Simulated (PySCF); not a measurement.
# RhS₂⁺, triplet: data card

These are results of PySCF, UPBE0, basis Rh def2-TZVP with ECP28, S def2-TZVP (scalar-relativistic core potentials, no spin–orbit coupling, density fitting), not measurements.

The structure is a minimum.

```xyz
3
charge 1 multiplicity 3, angstrom
Rh    0.0000    0.0000   -0.7809
S     0.9646    0.0000    1.2567
S    -0.9646    0.0000    1.2567
```

```
Point group                                                                   : C2v
Bond lengths                                                                  : Rh–S 2.254 Å (×2), S–S 1.929 Å
Bond angles                                                                   : Rh–S–S 64.7° (×2), S–Rh–S 50.7°
Rotational symmetry number                                                    : 2
Rotational constants                                                          : 0.2833, 0.1029, 0.07551 cm⁻¹
Principal quadrupole moments (Buckingham, traceless) about the centre of mass : -7.44, -1.17, 8.61 D Å
Entropy at 298.15 K and 1 bar (electronic part: spin only)                    : 298.2 J/(mol K)
Spin squared ⟨S²⟩                                                             : 2.013
Principal polarisabilities                                                    : 34.5, 56.9, 58.1 bohr³
Highest occupied level (α)                                                    : -12.46 eV
Lowest empty level (β)                                                        : -9.38 eV
Heat capacity Cp at 298.15 K                                                  : 50.6 J/(mol K)
Zero-point energy                                                             : 7.8 kJ/mol
Enthalpy at 298.15 K above 0 K                                                : 12.38 kJ/mol
Dipole moment about the centre of mass                                        : 0.90 D
```

Harmonic modes (masses in u: Rh 102.906, S 31.972):
| symmetry | ω (cm⁻¹) | IR (km/mol) | μ (u) |
| --- | --- | --- | --- |
| b2 | 265 | 0.3 | 34.39 |
| a1 | 352 | 3.1 | 43.09 |
| a1 | 693 | 0.9 | 32.17 |

In C2v the vibrations span b2 + 2a1. Here b1 is antisymmetric to the molecular plane and b2 lies in it.

Charges (e):
| atom | Mulliken | Löwdin | polar tensor | spin (Mulliken) | Mayer order to Rh1 |
| --- | --- | --- | --- | --- | --- |
| Rh1 | 0.70 | 0.17 | 0.59 | 1.12 | – |
| S2,3 | 0.15 | 0.42 | 0.21 | 0.44 | 0.96 |
Other Mayer orders above 0.3: S–S 1.66.

Mulliken populations on Rh1 (electrons outside its core potential): s 2.26, p 6.09, d 7.95, f 0.00.

Only a few start shapes were tried, so a lower isomer may exist. Other spin states or occupations of the open shell can lie lower.

The final relaxation and frequency run took about 4 core-minutes on a shared host.
